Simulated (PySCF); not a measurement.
BH₂, multiplicity 2. Atoms are numbered in the order given.

```xyz
3

B      0.0000     0.0000     0.1453
H      0.0000    -1.0783    -0.3633
H      0.0000     1.0783    -0.3633
```
Charge 0, spin multiplicity 2.

Geometry optimised at ωB97X-D3(BJ)/def2-TZVPD. The isomer is the one that the SMILES or the coordinates give; other isomers of the formula were not compared.

The numbers are results of PySCF with r2SCAN/def2-TZVPD, not measurements.

Isolated molecule, no solvent.

Q: Estimate the frontier levels, dipole moment and polarisability. (An estimate is asked for; the answer gives what the named calculation found.)

A: 
* **α spin, highest occupied and lowest empty level**: -5.29 and -3.03 eV
* **β spin, highest occupied and lowest empty level**: -9.23 and -2.25 eV
* **dipole moment**: 0.45 D
* **quadrupole, principal values (traceless, Buckingham form, about the centre of nuclear charge)**: -1.94, -0.28, 2.22 D·Å
* **mean static polarisability**: 20.4 bohr³ (3.02 Å³)
* **polarisability, principal values**: 19.6, 20.5, 21.2 bohr³
* **⟨S²⟩**: 0.753 (pure state 0.75)
